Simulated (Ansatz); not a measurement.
The cluster Li₃Sn₂ was relaxed with PBE0-D4 (def2-TZVP) in Ansatz in these states: charge +1 singlet, neutral doublet, neutral quartet. The geometries follow in no particular order.

In the def2 sets Sn takes a core potential; there is no spin–orbit coupling.

A:

```xyz
5

Li   -0.0619   -1.1735    1.2682
Li    0.2407    1.6706    0.3749
Li    2.3454   -0.5761   -1.0389
Sn   -0.2724   -0.4140   -1.4107
Sn   -2.2519    0.4930    0.8066
```

B:

```xyz
5

Li   -1.708   -0.258   -1.626
Li    1.360    1.841   -0.623
Li   -0.827   -0.325    3.210
Sn    0.057   -0.412    0.687
Sn    1.118   -0.846   -1.648
```

C:

```xyz
5

Li   -1.218    1.033   -0.818
Li    1.092   -0.880   -1.116
Li    1.622    1.838    0.705
Sn    0.012   -0.183    1.381
Sn   -1.509   -1.808   -0.152
```

Judge from the bond lengths which geometry belongs to which state (an estimate).

A is the neutral quartet (Li1–Li2 2.996 Å, Sn4–Sn5 3.108 Å, Li1–Sn5 2.790 Å); B is the charge +1 singlet (Li1–Li2 3.850 Å, Sn4–Sn5 2.600 Å, Li1–Sn5 2.886 Å); C is the neutral doublet (Li1–Li2 3.014 Å, Sn4–Sn5 2.703 Å, Li1–Sn5 2.933 Å).
